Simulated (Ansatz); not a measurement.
A nudged elastic band was laid between two geometries of C$_{2}$H$_{5}$ClO$_{2}$Si (11 atoms, charge 0, multiplicity 1).

All numbers below come from RKS PBE/6-31G* in Ansatz 0.2.0.

```json
{
 "movable images": "9",
 "climbing image": "yes",
 "spring": "5.0 eV/Å²",
 "optimiser": "quadratic models (default)",
 "start path": "through a guess of the saddle point",
 "force threshold": "0.03 eV/Å",
 "iteration limit": "60",
 "end points": "relaxed"
}
```

First end point:

```xyz
11
Properties=species:S:1:pos:R:3
Cl -2.195 -0.635 1.417
C -1.105 -0.150 0.036
C 0.090 -1.140 -0.053
O 1.204 -0.428 -0.617
Si 1.047 1.182 -0.151
O -0.609 1.151 0.225
H -1.757 -0.179 -0.853
H 0.338 -1.513 0.959
H -0.152 -1.998 -0.702
H 1.362 2.087 -1.298
H 1.844 1.567 1.058
```

Last end point:

```xyz
11
Properties=species:S:1:pos:R:3
Cl -2.278 -0.954 1.070
C -1.010 -0.012 0.160
C 0.146 -0.971 -0.181
O 1.254 -0.151 -0.667
Si 0.732 1.913 0.047
O -0.485 0.999 0.932
H -1.520 0.350 -0.759
H 0.506 -1.451 0.739
H -0.120 -1.730 -0.934
H 1.133 -0.013 -1.632
H 1.707 1.962 1.246
```

(1) What changes between the two ends?

(2) Give the energies along the band, and the barrier.

(3) What is the geometry of the highest image?

(4) What are the harmonic wavenumbers there?

Results:

(1) Bonds broken: Si5–H10. Bonds formed: O4–H10.

(2) The run converged. The highest image is number 7 of 0 to 10, 66.2 kcal/mol above the first end and 17.3 kcal/mol above the last; the last end lies 48.9 kcal/mol above the first. A vibrational analysis at the climbing image gives one clearly imaginary mode, 1288i cm⁻¹: a first-order saddle point. The orbitals stay closed-shell, which can raise the energy where a bond breaks towards radicals; this wasn't checked here.

```
image  path coordinate (Å)  energy (kcal/mol)  Si5–H10 (Å)  O4–H10 (Å)
    0                 0.00                0.0         1.49        2.61
    1                 0.35                0.2         1.50        2.60
    2                 0.71                0.9         1.50        2.60
    3                 1.06                2.4         1.50        2.54
    4                 1.42                9.1         1.49        2.30
    5                 1.77               26.4         1.50        1.98
    6                 2.12               52.1         1.54        1.65
    7                 2.48               66.2         1.67        1.30
    8                 2.79               57.2         1.93        1.05
    9                 3.11               50.6         2.28        0.99
   10                 3.43               48.9         2.59        0.98
```

(3) 
```xyz
11
Properties=species:S:1:pos:R:3
Cl -2.293 -0.865 1.126
C -1.021 -0.065 0.114
C 0.152 -1.044 -0.127
O 1.288 -0.270 -0.575
Si 0.894 1.598 -0.061
O -0.516 1.062 0.765
H -1.525 0.198 -0.836
H 0.431 -1.524 0.825
H -0.098 -1.810 -0.879
H 0.976 0.656 -1.436
H 1.778 2.006 1.105
```

(4) 1288i, 135, 206, 247, 334, 405, 445, 521, 593, 752, 785, 810, 908, 961, 972, 1079, 1092, 1209, 1250, 1314, 1333, 1463, 1708, 2072, 2971, 3016, 3082 cm⁻¹.

Run time: 4.1 min on 2 threads of Arm Neoverse V2, on a shared host, peak memory 0.15 GiB.
